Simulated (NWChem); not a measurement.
# InF₃; SMILES [F][In]([F])[F]

All runs: NWChem. Coordinates come from a PBE0/def2-SVP optimisation. def2 effective core potentials on In; no spin-orbit coupling. Total energies compare along this basis series because the functional is fixed.

| level | basis functions | energy (Ha) | highest occupied level (eV) | orbital gap (eV) |
|---|---|---|---|---|
| PBE/def2-SVP | 68 | -489.2021 | -8.79 | 4.55 |
| PBE/def2-SVPD | 101 | -489.2449 | ___ | 4.71 |
| PBE/def2-TZVP | 143 | -489.6036 | -9.19 | 4.69 |
| PBE/def2-TZVPD | 176 | -489.6073 | -9.28 | 4.69 |
| PBE/def2-TZVPP | 143 | -489.6036 | -9.19 | 4.69 |
| PBE/def2-QZVP | 253 | -489.6259 | -9.25 | 4.71 |

**Question.** Some entries are withheld; supply them.

**Answer.** 
- PBE/def2-SVPD, highest occupied level (eV): -9.39
